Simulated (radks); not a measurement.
The numbers below are computed, except where a source is named.
Q: These are the eigenvalues of the occupied orbitals of an atom or ion with whole-number occupations (eV). Code: a radial shooting solver on a logarithmic mesh with Libxc functionals. Model: non-relativistic Kohn-Sham, revTPSS, spin-unpolarised, spherical densities, point nucleus; meta-GGA in the generalised Kohn-Sham scheme.

orbital  eigenvalue
1s        -8789.527
2s        -1068.942
2p        -937.9353
3s        -137.6916
3p         -96.9882
3d         -29.5667

Which element is it, and in what charge state? The configuration may be excited.

A: Z = 29, copper, charge +2: Cu2+ in [Ar] 3d9. The list shows which subshells hold electrons but not how many an open one holds; the 1s level, -323.01 hartree, gives Z - s = 25.4 by -(Z - s)^2/2, which with screening narrows Z to a few neighbours, and the depths of the outer levels then fix element, charge and occupations together.
